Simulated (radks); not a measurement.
Values are calculated unless marked as measured or tabulated.
All-electron atom: K2+ in [Ne] 3s2 3p5.

Level of theory: Dirac Kohn-Sham, LDA (Slater exchange, Perdew-Wang correlation), spin-unpolarised, spherical densities, finite nucleus; open shells fill j = l - 1/2 first; Fermi nuclear charge, rms radius 3.4349 fm (a radial shooting solver on a logarithmic mesh with Libxc functionals).

Energy parts (eV):
part                      energy
total                 -16305.786
kinetic                16409.347
electron-nucleus      -38496.645
Hartree                 6629.481
exchange-correlation    -847.968

Orbitals (lengths in bohr, moments of r in powers of bohr; <r^-3> diverges for s and p1/2; r(max) is where P^2 peaks; r(90%) holds 90 % of the orbital's charge):
orbital  occ.  eigenvalue (eV)  <r^-3>  r(90%)  <1/r>   r(max)
1s1/2       2        -3535.000       -   0.145  18.67  0.05314
2s1/2       2        -375.5285       -   0.606  3.796   0.3189
2p1/2       2        -305.3005       -   0.578  3.725   0.2611
2p3/2       4        -302.4114   152.8   0.582  3.689   0.2630
3s1/2       2         -56.1780       -    1.85  1.133    1.064
3p1/2       2         -39.4648       -    2.08  1.014    1.124
3p3/2       3         -39.1618   16.13    2.09  1.007    1.130

The highest occupied level is 3p3/2 at -39.162 eV. The electron density at the nucleus is 5156 e/bohr^3.
